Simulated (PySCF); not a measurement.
Job file and geometry (Å, from GFN2-xTB) of an NMR shielding run on `BC/C(C)=C\C#CC#C`, C$_{8}$H$_{9}$B, PySCF 2.14.0, density-fitted response routines, GIAO PBE0/pcSseg-1 NMR shielding, non-relativistic, gas phase; density fitting, a coarse starting grid and PySCF grid level 2 are the driver's defaults:

```
$ OMP_NUM_THREADS=1 python probes_run.py task.json out

{"job": {"kind": "nmr", "xc": "PBE0", "basis": "pcSseg-1"}, "charge": 0, "multiplicity": 1}
B     -1.792148    -1.578573    -0.217520
C     -1.129041    -0.318367     0.449596
C     -0.845838     0.833715    -0.463062
C     -2.026075     1.661225    -0.858889
C      0.383233     1.100243    -0.925665
C      1.525582     0.362904    -0.589405
C      2.534576    -0.251705    -0.312766
C      3.655951    -0.943121     0.003096
C      4.655714    -1.556380     0.283575
H     -2.005601    -1.622713    -1.365816
H     -2.072158    -2.488009     0.461646
H     -1.761828     0.020730     1.276961
H     -0.194940    -0.650219     0.916461
H     -1.749637     2.442347    -1.563065
H     -2.473343     2.127773     0.019876
H     -2.786848     1.028029    -1.315172
H      0.550325     1.930678    -1.602034
H      5.523318    -2.092239     0.525765
```

Question: Write the output of this run.

Answer: 
```
coarse grid: 15360 points
cycle   1  E = -334.3828274997  dE =  1.239e+00  |g| = 4.293e-01  |ddm| = 4.211e+00
cycle   2  E = -334.3994429230  dE = -1.662e-02  |g| = 3.562e-01  |ddm| = 8.817e-01
cycle   3  E = -334.4316051800  dE = -3.216e-02  |g| = 8.134e-02  |ddm| = 3.897e-01
cycle   4  E = -334.4324521468  dE = -8.470e-04  |g| = 5.557e-02  |ddm| = 8.993e-02
cycle   5  E = -334.4331902995  dE = -7.382e-04  |g| = 1.029e-02  |ddm| = 4.674e-02
cycle   6  E = -334.4332166355  dE = -2.634e-05  |g| = 1.841e-03  |ddm| = 1.038e-02
cycle   7  E = -334.4332174186  dE = -7.832e-07  |g| = 6.042e-04  |ddm| = 2.406e-03
final grid: 149224 points
cycle   8  E = -334.4891083617  dE = -4.968e-05  |g| = 7.172e-03  |ddm| = 1.176e-01
cycle   9  E = -334.4891071651  dE =  1.197e-06  |g| = 7.610e-03  |ddm| = 1.592e-02
cycle  10  E = -334.4891214732  dE = -1.431e-05  |g| = 1.872e-03  |ddm| = 7.817e-03
cycle  11  E = -334.4891224072  dE = -9.340e-07  |g| = 4.035e-04  |ddm| = 2.039e-03
cycle  12  E = -334.4891224385  dE = -3.127e-08  |g| = 2.209e-04  |ddm| = 4.885e-04
cycle  13  E = -334.4891224514  dE = -1.289e-08  |g| = 6.365e-05  |ddm| = 2.209e-04
cycle  14  E = -334.4891224524  dE = -1.031e-09  |g| = 1.121e-05  |ddm| = 6.359e-05
cycle  15  E = -334.4891224524  dE = -1.626e-11  |g| = 8.316e-06  |ddm| = 1.697e-05
converged SCF energy = -334.4891224524

GIAO shielding tensors (ppm)
atom      isotropic    diamagn.    paramagn.     s11        s22        s33       span
  0 B        7.712     192.354    -184.642    -69.090    -35.717    127.943    197.033
  1 C      140.468     251.824    -111.356    117.417    146.676    157.311     39.895
  2 C       13.122     262.822    -249.701   -119.260     -2.753    161.378    280.638
  3 C      158.386     246.073     -87.687    143.170    146.377    185.611     42.441
  4 C       80.086     260.412    -180.326     -7.090    107.738    139.610    146.700
  5 C      109.480     254.011    -144.531      7.355     13.734    307.351    299.995
  6 C       98.570     247.030    -148.460     32.403     55.218    208.087    175.684
  7 C      113.072     248.633    -135.562     21.906     23.718    293.591    271.685
  8 C      106.456     262.712    -156.256     37.243     42.503    239.621    202.379
  9 H       23.773      29.788      -6.014     14.507     28.278     28.535     14.028
 10 H       23.642      29.578      -5.935     16.038     26.615     28.275     12.237
 11 H       29.227      31.157      -1.930     24.433     29.419     33.830      9.397
 12 H       28.049      31.949      -3.900     22.042     30.210     31.895      9.853
 13 H       29.723      29.017       0.706     25.952     28.678     34.538      8.586
 14 H       29.757      28.192       1.566     26.079     27.947     35.246      9.167
 15 H       29.626      28.337       1.288     26.030     27.900     34.947      8.917
 16 H       26.127      31.882      -5.755     22.368     26.839     29.175      6.808
 17 H       29.792      34.336      -4.544     25.073     25.143     39.161     14.088
```

Size and cost of the density-fitted run: 198 basis functions, 67 s wall time on 1 thread of an Arm Neoverse N1, shared host; peak memory 0.86 GiB.
